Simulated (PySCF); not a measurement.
**Ionising Sn₂**

UHF-CCSD(T); PySCF, scalar-relativistic core potentials, basis sets Sn def2-SVP with ECP28. Neutral (UHF): triplet (π ↑↑), Re = 2.795 Å, ωe = 188 cm⁻¹, De = 1.93 eV.

Sn₂⁺ (UHF): quartet (σ ↑, π ↑↑), Re = 2.817 Å, ωe = 169 cm⁻¹, De = 2.39 eV to Sn⁺ + Sn. The energies at the minima are -426.88730 hartree for Sn2 and -426.64268 for Sn₂⁺.

**Question.** Work out the adiabatic ionisation energy, without and with harmonic zero-point energies (1 hartree = 27.2114 eV, 1 eV = 8065.5 cm⁻¹), and the change of the bond length.

**Answer.** At UHF-CCSD(T): 0.24462 hartree = 6.656 eV between the minima; the zero-point term (169.0 − 188.0)/2 cm⁻¹ = -0.001 eV makes it 6.655 eV. Re changes by +2.2 pm against the neutral. The electron leaves a σ orbital, and the small change of length marks it as nearly non-bonding.

Correlated steps freeze 8 core orbitals. Correlated levels converge slowly with the basis: in double zeta they bind strong bonds too weakly, by up to about 1 eV, and carry superposition errors of some tenths. Spin–orbit coupling is left out, which matters for elements this heavy, above all for dissociation energies. States were picked by a PBE0 search and need not be the measured ground states.
